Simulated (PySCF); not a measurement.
Compound: C6H9N3.
Bonds: C1–C2, C2–C3, C3–C4, C4–N5 (aromatic), N5–C6 (aromatic), C6–N7 (aromatic), N7–C8 (aromatic), C8–N9 (aromatic), C4–N9 (aromatic). Hydrogens: H10, H11, H12 on C1; H13, H14 on C2; H15, H16 on C3; H17 on C6; H18 on C8.

All values: CAM-B3LYP/def2-SVPD (PySCF, non-relativistic), on one gas-phase PBE0-D3(BJ)/def2-SVP geometry that isn't relaxed in the solvent. The solvent is an IEF-PCM continuum (cavity from Bondi-type radii × 1.2), and excitations are vertical TDDFT with non-equilibrium linear response and a frozen core. Specific hydrogen bonds and non-electrostatic terms are outside this model.

Gas-phase singlets (H = HOMO, L = LUMO):

```csv
state,E (eV),λ (nm),f,leading configurations
S1,4.786,259,0.005,H→L 96%
S2,4.788,259,0.000,"H→L+1 51%, H-1→L 46%"
S3,4.894,253,0.000,"H-1→L 51%, H→L+1 47%"
S4,5.021,247,0.010,H-1→L+1 97%
S5,6.219,199,0.003,"H-2→L 58%, H-3→L+1 22%, H-4→L+1 15%"
```

**Question.** What are the lowest 5 singlets in cyclohexane (ε = 2.017)?

**Answer.** 
```tsv
state	E (eV)	λ (nm)	f	leading configurations	change by rank (eV)
S1	4.830	257	0.007	H→L 98%	+0.044
S2	4.838	256	0.000	H→L+1 57%, H-1→L 42%	+0.050
S3	4.945	251	0.000	H-1→L 56%, H→L+1 42%	+0.051
S4	5.072	244	0.012	H-1→L+1 97%	+0.051
S5	6.220	199	0.005	H-2→L 58%, H-4→L+1 21%, H-3→L+1 15%	+0.001
```

**Question.** What are the lowest 5 singlets in chloroform (ε = 4.711)?

**Answer.** 
```
state  E (eV)  λ (nm)      f               leading configurations  change by rank (eV)
   S1   4.876     254  0.007                              H→L 98%               +0.090
   S2   4.881     254  0.000                 H→L+1 61%, H-1→L 38%               +0.093
   S3   4.993     248  0.000                 H-1→L 60%, H→L+1 38%               +0.099
   S4   5.122     242  0.013                          H-1→L+1 97%               +0.101
   S5   6.226     199  0.005  H-2→L 57%, H-4→L+1 24%, H-3→L+1 12%               +0.007
```

**Question.** The ground-state energy changes by -0.180 eV from gas to chloroform. By how much does the total energy of gas-phase S4 change?

**Answer.** E(S4) = E(S0) + excitation energy, so it changes by -0.180 + 0.101 = -0.079 eV: it is lowered less than the ground state, which is what a blue shift means. This is the vertical state, with the slow part of the continuum still set for S0.

**Question.** How do the frontier levels move from gas to chloroform?

**Answer.** 
```tsv
orbital	gas (eV)	solvent (eV)	change (eV)	Löwdin shares, gas	Löwdin shares, solvent
LUMO+2	1.41	1.50	+0.09	C8 16 %, C6 16 %, C1 11 %, C2 9 %	C8 21 %, C6 21 %, C4 7 %, C2 7 %
LUMO+1	-0.29	-0.29	0.00	C4 26 %, N7 20 %, N9 11 %, N5 11 %	C4 26 %, N7 20 %, N9 11 %, N5 11 %
LUMO	-0.36	-0.35	+0.01	C8 22 %, C6 22 %, N5 18 %, N9 18 %	C8 22 %, C6 22 %, N5 18 %, N9 18 %
HOMO	-9.32	-9.40	-0.08	N9 36 %, N5 36 %, C4 6 %, C8 6 %	N9 35 %, N5 35 %, C4 6 %, C8 6 %
HOMO-1	-9.41	-9.50	-0.09	N7 45 %, N5 14 %, N9 14 %, C6 6 %	N7 44 %, N5 14 %, N9 14 %, C6 6 %
HOMO-2	-10.36	-10.33	+0.03	N7 24 %, C4 12 %, N5 10 %, N9 10 %	N7 23 %, C3 11 %, C4 11 %, C2 10 %
HOMO-3	-10.78	-10.67	+0.11	N9 14 %, N5 14 %, C2 14 %, C6 9 %	C2 22 %, C1 11 %, H13 9 %, H14 9 %
```

The HOMO–LUMO gap goes from 8.95 to 9.05 eV. Rows go by rank; for HOMO-3 and HOMO-2 the atom shares or the degeneracy differ between the runs, so the row needn't follow one orbital.

The values belong to the conformer `[CH3:1][CH2:2][CH2:3][c:4]1[n:5][cH:6][n:7][cH:8][n:9]1`: C1–C2–C3–C4 180°, C2–C3–C4–N5 -89°.
